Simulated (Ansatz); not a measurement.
Two isomers of CH3ClO2Si: A = `O[Si]1(Cl)CO1`, B = `O[Si@@H]1O[C@@H]1Cl`.

Gas-phase electronic energies from Ansatz, PBE0-D4/def2-TZVP geometries. CCSD(T)/CBS adds triple-zeta CCSD(T) − MP2 to the extrapolated MP2 energy (def2 sets, frozen cores). Functionals use def2-TZVPP. B3LYP here is the variant with VWN-RPA as its local correlation; programs differ in this. One conformer a species, not always the lowest.

A:

Z-matrix (Å, degrees):
```
Si
Cl 1 2.016
C 1 1.788 2 122.4
O 1 1.620 2 106.0 3 159.3
O 1 1.631 2 119.1 3 -61.9
H 3 1.087 1 122.5 2 -6.6
H 3 1.088 1 123.2 2 159.5
H 4 0.960 1 116.6 2 168.4
```

B:

```xyz
8

O     1.353   -0.945    0.922
Si    0.783    0.277    0.026
O    -0.554    1.127    0.515
C    -0.901    0.287   -0.617
Cl   -1.985   -1.053   -0.193
H     0.709   -1.566    1.275
H     1.931    1.034   -0.484
H    -1.336    0.838   -1.444
```

Task: Which is lower in electronic energy at CCSD(T)/CBS, and by how much? (Estimate.)

Result: Computed: A, by 144.6 kJ/mol.

Task: Give E(B) − E(A) in kJ/mol with B3LYP-D4, PBE-D4, r2SCAN-D4, CCSD/def2-TZVPP, MP2/def2-TZVPP, B3LYP, LDA (SPW92). (Estimate.)

Result: The calculation gave: B3LYP-D4 140.1, PBE-D4 132.4, r2SCAN-D4 143.2, CCSD/def2-TZVPP 147.3, MP2/def2-TZVPP 148.2, B3LYP 139.8, LDA (SPW92) 127.5. None reverses the order clearly.

Task: Does the order hold for the free energy at 298.15 K (harmonic terms from PBE0-D4)? (Estimate.)

Result: Computed: Yes: G(B) − G(A) = +138.4 kJ/mol, for one conformer each.

Largest T1 diagnostic: 0.013.

Leaving LDA and LC-ωPBE aside and taking each functional with its dispersion term where it has one, the values, not all of them listed here, spread over 18.0 kJ/mol, from PBE-D4 to B97M-V. LDA lies −4.6 kJ/mol from PBE without D4. From PBE to PBE0 (25 % exact exchange), in def2-TZVPP and without D4, E(B) − E(A) moves by +8.1 kJ/mol.
